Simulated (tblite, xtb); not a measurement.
C₄H₆O₄Zn, singlet, at a GFN2-xTB geometry (such geometries of metal compounds can be far from the true shape). Base run: GFN1-xTB run with xtb.

Geometry (Å):
```xyz
15

Zn    -0.0021    -0.0005    -0.0004
C      0.0893     2.3045    -2.9726
C      0.0601     1.3812    -1.7894
O     -0.4686     0.2480    -1.8865
O      0.5517     1.7443    -0.6940
H      0.9631     2.9460    -2.9164
H      0.0815     1.7261    -3.8910
H     -0.8040     2.9254    -2.9390
C     -0.0877    -2.3041     2.9729
C     -0.0500    -1.3790     1.7915
O     -0.9939    -0.5788     1.5865
O      0.9190    -1.4117     0.9957
H      0.9237    -2.5192     3.3034
H     -0.6781    -1.8611     3.7686
H     -0.5591    -3.2337     2.6594
```
Charge 0, spin multiplicity 1.
All else is at xtb's defaults.
Base energy -31.37042 Eh.

Programs used: tblite, xtb; a row that names a program was run with it.

Each row names what was changed in the base input (with any setting that the change needs).

| change | ΔE vs base (kJ/mol) | HOMO-LUMO gap (eV) | dipole (D) | G_solv (kcal/mol) | SCF cycles |
|---|---|---|---|---|---|
| base | 0.00 | 5.80 | 0.12 | - | 10 |
| gbsa = acetonitrile | -38.4 | 5.76 | 0.15 | -9.64 | 10 |
| etemp = 10000 | -36.3 | 5.88 | 0.11 | - | 11 |
| program = tblite; method = gfn1; option = (--guess, eeq) | -0.01 | - | - | - | - |
| program = tblite; method = gfn1; option = --spin-polarized | -0.01 | - | - | - | - |
| program = tblite; method = gfn1; option = (--efield, 0,0,0.1) | -0.28 | - | - | - | - |
| etemp = 3000 | 0.00 | 5.80 | 0.12 | - | 10 |
| alpb = acetone | -31.5 | 5.71 | 0.15 | -8.22 | 10 |
| etemp = 5000 | -0.47 | 5.80 | 0.12 | - | 10 |
| alpb = thf | -35.8 | 5.71 | 0.15 | -9.26 | 10 |
| alpb = dmf | -44.6 | 5.72 | 0.15 | -11.14 | 10 |

ALPB and GBSA are two models with their own fitted parameters for each solvent, which aren't always the measured dielectric constant.
